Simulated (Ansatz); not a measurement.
Program: Ansatz. Geometries: PBE0-D4/def2-TZVP. ΔE: electronic, gas phase. CBS: MP2 limit from def2 TZ/QZ plus the TZ coupled-cluster correction, frozen cores. Functionals use def2-TZVPP. One conformer a species, not always the lowest.

Consider the ligand exchange at the Si–C bond: `FCSC[SiH3]` + `NC(O)O` → `NC(O)O[SiH3]` + `CSCF`.

Task: Is it downhill or uphill in electronic energy at CCSD(T)/CBS, and by how much? (An estimate is asked.)

Result: Ansatz gave: Downhill: ΔE = -88.4 kJ/mol.

Task: What do these levels give: ωB97M-V, B2PLYP, PBE, r2SCAN, MP2/CBS(def2), CCSD/CBS(def2)? (An estimate is asked.)

Result: Ansatz gave: ωB97M-V -89.3, B2PLYP -94.6, PBE -78.3, r2SCAN -89.7, MP2/CBS(def2) -89.6, CCSD/CBS(def2) -91.5 kJ/mol.

Largest T1 diagnostic among the species: 0.012.

From PBE to PBE0 (25 % exact exchange), in def2-TZVPP and without D4, ΔE moves by −4.3 kJ/mol. In def2-TZVPP, CCSD(T) changes the Hartree–Fock value by +22.2 kJ/mol (the triples alone add +3.1 kJ/mol) and MP2 by +21.0 kJ/mol.
